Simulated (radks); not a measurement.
Numerical settings for neutral thallium, [Hg] 6p1. Calculated with a radial shooting solver on a logarithmic mesh with Libxc functionals: Dirac Kohn-Sham, BLYP, spin-unpolarised, spherical densities, point nucleus; open shells are shared between the two j in proportion to 2j + 1. The defaults (mesh step 0.008 in ln r, mesh end at 40 bohr or more with all orbitals vanishing there, Anderson mixing 0.5 over 9 steps, residual threshold near 1e-9 with the energy settled to 1e-9 hartree or 1e-11 of itself, here a cap of 86 iterations) give E = -20289.928 hartree and 6p3/2 at -2.093 eV in 15 iterations. Run on one thread of a shared host, so times are rough (Arm Neoverse N1): 0.27 s of CPU time, 0.27 s wall, 15 iterations on 2728 mesh points. Changes against that run (0 stands for a change within the tolerance of the run):

mesh step in ln r 0.08: iterations 3; converged no; E (mhartree) diverged; CPU (s) 0.04
mesh step in ln r 0.05: iterations 15; converged yes; E (mhartree) +0.19; e(6p3/2) (meV) 0; CPU (s) 0.07
mesh step in ln r 0.012: iterations 15; converged yes; E (mhartree) 0; e(6p3/2) (meV) 0; CPU (s) 0.19
mesh end (bohr) 2: iterations 20; converged no; E (mhartree) diverged; CPU (s) 0.82
mesh end (bohr) 400: iterations 15; converged yes; E (mhartree) 0; e(6p3/2) (meV) 0; CPU (s) 0.27
residual threshold 1e-13: iterations 22; converged yes; E (mhartree) 0; e(6p3/2) (meV) 0; CPU (s) 0.33
residual threshold 1e-05: iterations 11; converged yes; E (mhartree) 0; e(6p3/2) (meV) -0.082; CPU (s) 0.23
mixing 1: iterations 13; converged yes; E (mhartree) 0; e(6p3/2) (meV) 0; CPU (s) 0.25
linear mixing, mixing 0.05: iterations 86; converged no; E (mhartree) +0.032; e(6p3/2) (meV) -27.8; CPU (s) 1.2
linear mixing, mixing 0.8: iterations 86; converged no; E (mhartree) +5.13e+04; e(6p3/2) (meV) +1.86e+03; CPU (s) 2.9
mixing history 20: iterations 19; converged yes; E (mhartree) 0; e(6p3/2) (meV) 0; CPU (s) 0.31
iteration cap 2: iterations 2; converged no; E (mhartree) +1.14e+03; e(6p3/2) (meV) -4.79e+03; CPU (s) 0.06

No run marked as converged misses the energy by more than 1 mhartree. A mesh that ends early acts as a hard wall.
